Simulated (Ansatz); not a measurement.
```yaml
crystal:
  periodic: [false, false, false]
  atoms:
    - {symbol: C, position_ang: [0.058066, -1.145655, 1.066968]}
    - {symbol: N, position_ang: [0.268952, 0.066185, 0.361527]}
    - {symbol: Mo, position_ang: [0.047722, 1.035639, -1.031197]}
    - {symbol: O, position_ang: [-0.777082, 0.080911, -2.122732]}
    - {symbol: F, position_ang: [1.723198, 1.514346, -1.668539]}
    - {symbol: Cl, position_ang: [-1.246703, 2.790464, -0.414213]}
    - {symbol: H, position_ang: [1.020037, -1.572850, 1.365508]}
    - {symbol: H, position_ang: [-0.485133, -1.871779, 0.451568]}
    - {symbol: H, position_ang: [-0.520455, -0.943562, 1.973910]}
basis:
  gaussian: {orbitals: def2-TZVP}
magnetization: {spin_polarized: true, initial_magnetization: 6}
hamiltonian: {xc: {name: B2PLYP}}
```

```sh
$ ansatz run in.yaml --threads 8 --pin off --events-out ev --progress --plain --max-ram 18278MiB
```

Output, abridged:

```
Functional definition: B2PLYP
1528 factors; integrals over basis functions are off by at most 1.1e-3 eV
mean field evaluation 1: about -21670.3255 eV, gradient 5.8e1 eV
mean field evaluation 2: about -21670.6502 eV, gradient 5.7e1 eV
mean field evaluation 4: about -21683.7839 eV, gradient 3.1e1 eV
mean field evaluation 8: about -21688.7848 eV, gradient 3.0e0 eV
mean field evaluation 16: about -21689.2459 eV, gradient 4.2e-1 eV
mean field evaluation 32: about -21689.2937 eV, gradient 4.9e-2 eV
mean field evaluation 64: about -21689.2949 eV, gradient 1.7e-4 eV
mean field -21689.29494703 eV, -797.0668877713 hartree, gradient 8.7e-6 eV, S^2 12.028693; 6 other end points of the search recorded, 0 dependent functions left out
9 core orbitals not correlated: weight in the atoms' cores, before any rotation towards them, 1.000 or more for the frozen orbitals, at most 0.000 for the correlated occupied ones
reference -21689.29514457 eV, -797.0668950306 hartree; 26, 20 occupied and 184, 190 virtual orbitals, 1528 factors
second order -44.11059563 eV of doubles, -0.00000000 eV of singles
Total energy: -21701.20500539 eV, -797.5045743430 hartree
```

In this input the spin is set far too high for this molecule. The calculation finished and met its thresholds. The result belongs to that input, not to the molecule as meant.
